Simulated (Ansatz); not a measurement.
`CC(F)(F)C(F)CF` + H–F → `CC(F)(F)F` + `FCCF` at 500 K and 1 bar (substitution at a C–C bond).

Calculated with Ansatz (gas phase, PBE0-D4/def2-TZVP geometries, no zero-point term in ΔE). CCSD(T)/CBS adds triple-zeta CCSD(T) − MP2 to the extrapolated MP2 energy (def2 sets, frozen cores). This one scheme is used for every species. One conformer a species, not always the lowest.

```json
{"species": "`CC(F)(F)C(F)CF`", "CCSD(T)/CBS energy (Eh)": "-554.98613", "H − E (kJ/mol)": "323.7", "S (J/(mol·K))": "455.8"}
{"species": "H–F", "CCSD(T)/CBS energy (Eh)": "-100.39570", "H − E (kJ/mol)": "39.4", "S (J/(mol·K))": "188.7"}
{"species": "`CC(F)(F)F`", "CCSD(T)/CBS energy (Eh)": "-377.30189", "H − E (kJ/mol)": "171.7", "S (J/(mol·K))": "333.4"}
{"species": "`FCCF`", "CCSD(T)/CBS energy (Eh)": "-278.07852", "H − E (kJ/mol)": "190.2", "S (J/(mol·K))": "318.0"}
```

H − E and S are ideal-gas, rigid-rotor, harmonic terms from PBE0-D4/def2-TZVP, for one conformer and one mirror image of each species. 1 Eh = 2625.50 kJ/mol, R = 8.31446 J/(mol·K).

Task: By hand: ΔE, ΔH, ΔS and ΔG.

Result: ΔE = (-377.30189) + (-278.07852) − (-554.98613) − (-100.39570) = 0.00142 Eh = 3.7 kJ/mol. Δ(H − E) = 171.7 + 190.2 − 323.7 − 39.4 = -1.2, so ΔH = 2.5 kJ/mol. ΔS = 333.4 + 318.0 − 455.8 − 188.7 = 6.9 J/(mol·K). ΔG = 2.5 − 500 × (6.9)/1000 = -1.0 kJ/mol.

Task: By hand: the equilibrium constant, and the temperature at which ΔG would vanish if ΔH and ΔS stayed fixed.

Result: log₁₀ K = −ΔG/(RT ln 10) = 0.1. ΔG = 0 at ΔH/ΔS = 362 K, though so small a ΔH makes that figure unsure.

TΔS isn't small against ΔH here. The sign of ΔG lies within the doubt. A doubt of 5 kJ/mol in ΔE shifts log₁₀ K by 0.5 here. Other conformers and mirror images would add mixing entropy, several J/(mol·K) or more a flexible species. These are equilibria of isolated gas molecules and say nothing of rates. Largest T1 diagnostic: 0.011 (customary marks: 0.02 for closed shells, 0.045 for open ones).
